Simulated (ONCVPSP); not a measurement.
Before and after: ONCV potential for Se

| Quantity | Value |
| --- | --- |
| Element | Se |
| Generator | ONCVPSP 4.0.1 |
| Type | optimised norm-conserving Vanderbilt (ONCV) |
| Functional | BLYP |
| Relativity | scalar-relativistic |
| Frozen core | [Ar] 3d10 |
| Valence charge | 6 |
| Reference configuration | 4s2 4p4 |
| Partial waves | 4s: rc 1.55 bohr, ncon 3, nbas 7, qcut 4.6 1/bohr, 3 projectors, debl 0.8 Ha; 4p: rc 1.80 bohr, ncon 3, nbas 8, qcut 3.7 1/bohr, 2 projectors, debl 1.9 Ha; d scattering state at 0.24 Ha: rc 1.45 bohr, ncon 4, nbas 7, qcut 6 1/bohr, 2 projectors, debl 2.4 Ha |
| Local potential | polynomial inside 1.40 bohr (lpopt 5, dvloc0 2 Ha) |
| Core correction | Teter function, fcfact 4.75, rcfact 1.3 |

Change: all radii but the core radius scaled by about 1.10 (s 1.70, p 1.98, d 1.60 bohr); local potential polynomial inside 1.54 bohr (lpopt 5, dvloc0 2 Ha).

Cutoffs: the cutoffs (Ha) at which the residual kinetic energy of the hardest occupied pseudo-wave falls to 1 and 0.1 mHa per electron; they do not see the model core or the augmentation charge, which bear on the density cutoff. Errors are all-electron minus pseudo energies relative to the spin-unpolarised reference configuration.

Q: How do hardness, ghosts and transferability respond?

A: The potential gets softer (11 Ha and 58 Ha → 9.6 Ha and 31 Ha); the bound ghost in d, s disappears; the lowest positive-energy flag moves from s at 160.9 eV to d at 7.7 eV; of the 4 tests that both files solve, the error grows in 3 and shrinks in 0 by more than 15 % and 0.3 meV (median size 5.0 → 9.7 meV). A larger radius leaves more room for a smooth pseudo-wave, so fewer plane waves are needed. More of the atom is replaced by a form fitted at one configuration, so other configurations suffer.

| quantity | base | changed |
| --- | --- | --- |
| cutoff, loose | 11 Ha | 9.6 Ha |
| cutoff, tight | 58 Ha | 31 Ha |
| loose cutoff by channel | s 11 Ha, p 5.6 Ha | s 9.6 Ha, p 4.1 Ha |
| bound ghosts | s, d | none |
| GHOST(+) flags under 300 eV | s at 160.9 eV | d at 7.7 eV, s at 198.3 eV |
| error for 4s2 4p3, meV [ΔE 10.70 eV] | -0.4 | -2.0 |
| error for 4s2 4p2, meV [ΔE 30.94 eV] | -9.6 | -17 |
| error for 4s2 4p1, meV [ΔE 61.77 eV] | -43 | -69 |
| error for 4s2 4p3.5, meV [ΔE 4.24 eV] | +0.2 | -0.3 |
| rms error of d²Exc/dni dnj with the model core, mHa | 1.90 | 1.73 |

Base: The cutoffs count occupied waves only; projector 2 of the d channel, the hardest unoccupied one, needs 114 Ha at the loose tolerance. Changed file: The cutoffs count occupied waves only; projector 2 of the d channel, the hardest unoccupied one, needs 94 Ha at the loose tolerance. A true bound ghost makes a file unfit for plane-wave use even where its test errors are small: the radial tests pick states by their node count and pass the ghost by.
